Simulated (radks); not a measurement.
Neutral iron inside a hard spherical wall (all orbitals vanish at R), configuration held at [Ar] 3d6 4s2 and not refilled when levels cross. Method: scalar-relativistic Kohn-Sham, PBEsol, spin-unpolarised, spherical densities, finite nucleus; Fermi nuclear charge, rms radius 3.7377 fm; computed with a radial shooting solver on a logarithmic mesh with Libxc functionals. Eigenvalues in eV, with the zero of energy where the potential of the charges vanishes at infinity; a dash marks a level that is unbound or too diffuse for the functional's potential to be trusted. A positive occupied level is held by the wall or, in an anion where self-interaction has pushed it up, behind a barrier. The pressure on the wall is -dE/dV.

| R (bohr) | E (hartree) | kinetic (hartree) | e(3s) | e(3p) | e(3d) | e(4s) | e(4p, empty) | e(5s, empty) | pressure (GPa) |
|---|---|---|---|---|---|---|---|---|---|
| free | -1271.25845 | 1286.305 | -93.766 | -59.924 | -7.529 | -5.311 | -1.299 | - | 0 |
| 12 | -1271.25842 | 1286.305 | -93.763 | -59.921 | -7.527 | -5.308 | -1.271 | 0.829 | 0.000457 |
| 10 | -1271.25818 | 1286.308 | -93.742 | -59.900 | -7.506 | -5.291 | -1.190 | 1.722 | 0.00743 |
| 8 | -1271.25559 | 1286.329 | -93.597 | -59.755 | -7.365 | -5.162 | -0.856 | 4.017 | 0.123 |
| 7 | -1271.24919 | 1286.370 | -93.347 | -59.505 | -7.124 | -4.927 | -0.384 | 6.492 | 0.518 |
| 6 | -1271.22858 | 1286.483 | -92.772 | -58.931 | -6.574 | -4.334 | 0.640 | 11.045 | 2.28 |
| 5 | -1271.16030 | 1286.796 | -91.458 | -57.626 | -5.332 | -2.803 | 2.980 | 20.135 | 11.1 |
| 3.5 | -1270.58528 | 1288.907 | -85.299 | -51.574 | 0.535 | 6.501 | 15.313 | 60.739 | 179 |
| 2 | -1262.99860 | 1313.004 | -53.291 | -19.480 | 35.957 | 90.769 | 109.28 | 302.88 | 10200 |
| 1.5 | -1244.25855 | 1366.942 | -6.208 | 30.320 | 91.085 | 250.18 | 269.96 | 663.00 | 74600 |
